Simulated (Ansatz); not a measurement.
`[CH3][GeH2][NH][Si](C)(F)F` and `C[Si](O)(F)F` differ in one atom or group.

Ansatz, PBE0-D4/def2-TZVP geometries, multiplicity 1. Each molecule was computed in one conformer, which needn't be the lowest.

Scalar relativity is left out up to krypton.

```csv
property,`[CH3][GeH2][NH][Si](C)(F)F`
HOMO–LUMO gap (PBE0/def2-TZVPP) / eV,8.17
size of the dipole moment (PBE/def2-TZVPP) / D,2.64
HOMO–LUMO gap (PBE/def2-TZVPP) / eV,5.95
HOMO energy (PBE0/def2-TZVPP) / eV,-7.69
HOMO–LUMO gap (ωB97M-V/def2-TZVPP) / eV,12.03
LUMO energy (B3LYP/def2-TZVPP) / eV,0.20
```

What does the change do to each property? (An estimate is asked.)

Ansatz gave: 
```json
{"property": "HOMO–LUMO gap (PBE0/def2-TZVPP) / eV", "`C[Si](O)(F)F`": "10.70", "shift": "2.53"}
{"property": "size of the dipole moment (PBE/def2-TZVPP) / D", "`C[Si](O)(F)F`": "1.07", "shift": "-1.57"}
{"property": "HOMO–LUMO gap (PBE/def2-TZVPP) / eV", "`C[Si](O)(F)F`": "7.98", "shift": "2.03"}
{"property": "HOMO energy (PBE0/def2-TZVPP) / eV", "`C[Si](O)(F)F`": "-10.03", "shift": "-2.34"}
{"property": "HOMO–LUMO gap (ωB97M-V/def2-TZVPP) / eV", "`C[Si](O)(F)F`": "14.49", "shift": "2.46"}
{"property": "LUMO energy (B3LYP/def2-TZVPP) / eV", "`C[Si](O)(F)F`": "0.28", "shift": "0.08"}
```

With PBE0 the HOMO falls by 2.34 eV and the LUMO rises by 0.20 eV, so the gap widens by about 2.54 eV. PBE moves the HOMO by -1.89 eV and ωB97M-V by -2.36 eV. The zero-point energy changes by -143.8 kJ/mol with -21 modes. Dipoles are sizes alone; their direction can turn.

B3LYP here is the variant with VWN-RPA as its local correlation; programs differ in this.
